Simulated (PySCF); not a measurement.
Computed shifts of a molecule C3H7NSi2, KT2/pcSseg-1 (PySCF), GIAO, gas phase, atoms alike by connectivity averaged where their shifts nearly agree, in ppm (number of nuclei): ²⁹Si: -7.3 (1), -83.5 (1). ¹³C: 175.6 (1), 157.3 (1), 151.1 (1). ¹⁵N: 338.2 (1). ¹H: 8.94 (1), 7.78 (1), 5.50 (2), 4.69 (3). References: ²⁹Si against TMS (σ = 361.9 ppm); ¹³C against TMS (σ = 185.1 ppm); ¹⁵N against NH3 (σ = 266.2 ppm); ¹H against TMS (σ = 31.47 ppm), references at their B3LYP-D3(BJ)/def2-TZVP geometries, non-relativistic. Geometry: PBE0-D3(BJ)/def2-SVP. A frequency run showed that this geometry is not a minimum. Other conformers were not sampled.

### Question
Which molecule gave these data?
A) C#C[SiH2]/C=N/[SiH3]
B) [SiH3][Si@H]1C=CC=N1
C) [SiH3]C1=C[SiH2]N=C1
D) N#CC=C([SiH3])[SiH3]

### Answer
C, [SiH3]C1=C[SiH2]N=C1
